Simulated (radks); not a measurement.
All-electron atom: P+ in [Ne] 3s2 4s2 (not the ground configuration). Method: scalar-relativistic Kohn-Sham, BLYP, spin-unpolarised, spherical densities, point nucleus; computed with a radial shooting solver on a logarithmic mesh with Libxc functionals.

Unscreened Slater integrals over Kohn-Sham orbitals (cm^-1).

integral    value
F0(4s,4s)   45688
F0(4s,3s)   57824
G0(4s,3s)  3664.0
F0(4s,2p)   63834
G1(4s,2p)  2035.3
F0(4s,2s)   63607
G0(4s,2s)  1589.0
F0(3s,3s)  116320
F0(3s,2p)  154230
G1(3s,2p)   12171
F0(3s,2s)  152960
G0(3s,2s)  9691.5
F0(2p,2p)  417070
F2(2p,2p)  192100
F0(2p,2s)  396740
G1(2p,2s)  235780
F0(2s,2s)  383400
